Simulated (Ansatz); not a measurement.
Reaction (atomization): `[CH3][Cd][F]` → C• + Cd (atom) + F• + 3 H•

Isolated molecules relaxed with PBE0-D4/def2-TZVP in Ansatz; ΔE leaves out vibrations. CBS: MP2 limit from def2 TZ/QZ plus the TZ coupled-cluster correction, frozen cores. This one scheme is used for every species, atoms too. DFT in def2-TZVPP. B3LYP here is the variant with VWN-RPA as its local correlation; programs differ in this. Open shells (•) are unrestricted, without spin–orbit coupling. Spin–orbit coupling would lower the free atoms: a little for C, F. def2 core potentials past Kr. Bonds to Cd are less sure, by a few kJ/mol each and by 10 to 20 or more in all where they break to atoms, as the def2 sets lack core-valence functions.

`[CH3][Cd][F]`:

Cartesian coordinates in Å:
```
C -0.498 0.543 -0.391
Cd 0.743 -0.810 0.584
F 1.905 -2.078 1.497
H -1.492 0.112 -0.506
H -0.569 1.461 0.192
H -0.089 0.772 -1.375
```

```csv
level,ΔE (kJ/mol),difference from CCSD(T)/CBS
revPBE-D4,1787.9,-21.2
BLYP-D4,1791.5,-17.6
B97M-V,1795.2,-13.9
BHLYP-D4,1733.0,-76.1
CAM-B3LYP-D4,1815.2,6.1
revPBE,1764.1,-45.0
B3LYP,1777.5,-31.6
r2SCAN0,1780.7,-28.4
BHLYP,1723.3,-85.8
MP2/def2-SVP,1734.4,-74.7
CCSD(T)/def2-SVP,1705.6,-103.5
MP2/def2-TZVPP,1788.7,-20.4
CCSD/def2-TZVPP,1730.1,-79.0
HF/def2-QZVPP,1312.7,-496.4
MP2/def2-QZVPP,1822.6,13.5
SCS-MP2/def2-QZVPP,1806.0,-3.1
CCSD(T)/CBS,1809.1,0
```

Largest T1 diagnostic among the species: 0.015.

Leaving LDA and LC-ωPBE aside and taking each functional with its dispersion term where it has one, the values, not all of them listed here, spread over 104.8 kJ/mol, from BHLYP-D4 to PBE-D4. LDA lies +247.3 kJ/mol from PBE without D4, its usual overbinding. From r2SCAN to r2SCAN0 (25 % exact exchange), in def2-TZVPP and without D4, ΔE moves by −38.4 kJ/mol: exact exchange takes away binding that semilocal exchange gives to molecules.

For atomizations the MP2-based limit and the directly extrapolated one differ by several kJ/mol either way, and by 10 to 25 for some Ge, Se and Sn compounds, so smaller differences from it don't rank the levels.
